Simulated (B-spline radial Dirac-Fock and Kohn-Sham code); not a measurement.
# Relativistic shifts of the levels of Cd³¹⁺

System: cadmium as Cd³¹⁺, 1s2 2s2 2p6 3s2 3p5.

Both columns are ΔSCF binding energies of the configuration average from a radial atomic solver: non-relativistic Hartree-Fock with a point nucleus, and Dirac-Fock with a finite nucleus and the Coulomb interaction alone, averaged over the two j levels with weights 2j+1.

```tsv
shell	Hartree-Fock (eV)	Dirac-Fock (eV)	shift (eV)	shift (%)
1s	27562.2	28440.2	+878.04	+3.19
2s	5398.0	5622.5	+224.52	+4.16
3s	2017.3	2079.4	+62.10	+3.08
3p	1917.6	1941.9	+24.28	+1.27
```

Relativity binds 1s, 2s, 3s, 3p more strongly, among those listed most of all 2s in relative terms.

Values without a named source are computed, but for edge energies of neutral atoms, which are taken from tables.
